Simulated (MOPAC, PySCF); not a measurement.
HBI2, SMILES `IBI`, neutral singlet in the gas phase. 

Z-matrix (Å, degrees):
```
B
H 1 1.1856
I 1 2.0998 2 118.69
I 1 2.0999 2 118.70 3 179.99
```
Charge 0, spin multiplicity 1.

All levels are single points at this geometry (PBE0-D3(BJ)/def2-TZVP); Pople sets use spherical d functions. Orbital energies aren't observables, and empty levels follow the basis.

B3LYP/6-31G* (LANL2DZ on I) in PySCF gives dipole (D) = 0.26.

### Question
Estimate the dipole (D) from each of these levels: PBE0-D3(BJ)/def2-TZVP in PySCF; ωB97X-D3(BJ)/def2-TZVP in PySCF; B3LYP/LANL2DZ in PySCF; BP86/6-31G* (LANL2DZ on I) in PySCF; PBE/6-31G* (LANL2DZ on I) in PySCF; AM1 in MOPAC; PM6 in MOPAC; PM7 in MOPAC.

### Answer

| level | dipole (D) |
|---|---|
| PBE0-D3(BJ)/def2-TZVP in PySCF | 0.13 |
| ωB97X-D3(BJ)/def2-TZVP in PySCF | 0.24 |
| B3LYP/LANL2DZ in PySCF | 0.28 |
| BP86/6-31G* (LANL2DZ on I) in PySCF | 0.12 |
| PBE/6-31G* (LANL2DZ on I) in PySCF | 0.11 |
| AM1 in MOPAC | 1.15 |
| PM6 in MOPAC | 0.98 |
| PM7 in MOPAC | 1.23 |
